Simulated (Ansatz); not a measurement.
# Abstraction of Cl: Si(CH3)Cl3 + GeH(CH3)2 → Si(CH3)Cl2 + GeH(CH3)2Cl

Gas-phase species: Si(CH3)Cl3 (methyltrichlorosilane), singlet; GeH(CH3)2, doublet; Si(CH3)Cl2, doublet; GeH(CH3)2Cl, singlet. A radical takes Cl: the energy is the difference in strength between the Si–Cl bond broken and the Ge–Cl bond made.

Shapes, held fixed at every level: PBE0-D4/def2-TZVP. Programs: Ansatz 0.2.0. The zero-point and thermal change to 298 K, harmonic and unscaled (PBE0-D4/def2-TZVP), is +1.3 kJ/mol.

```tsv
level	kind	ΔH(298 K) (kJ/mol)	less CCSD(T)/def2-TZVPP
MP2/def2-TZVPP	perturbation theory	+37.3	+3.5
HF/def2-TZVPP	Hartree–Fock	+26.7	-7.1
B3LYP-D4/def2-TZVPP	global hybrid	+32.2	-1.6
PBE0-D4/def2-TZVPP	global hybrid	+32.0	-1.8
wB97M-V/def2-TZVPP	range-separated hybrid	+45.2	+11.4
B2PLYP/def2-TZVPP	double hybrid	+32.1	-1.7
CCSD(T)/def2-TZVPP	coupled cluster or CI	+33.8	0.0
```

The highest level, CCSD(T)/def2-TZVPP, gives ΔH(298 K) = +33.8 kJ/mol; the levels span +26.7 to +45.2. The column of differences is taken from that level and isn't an error. No measured value is set beside it here. Open shells run unrestricted. Relativity is left out for Ge. Outer-core shells of Ge are correlated, in sets that cover them unevenly.
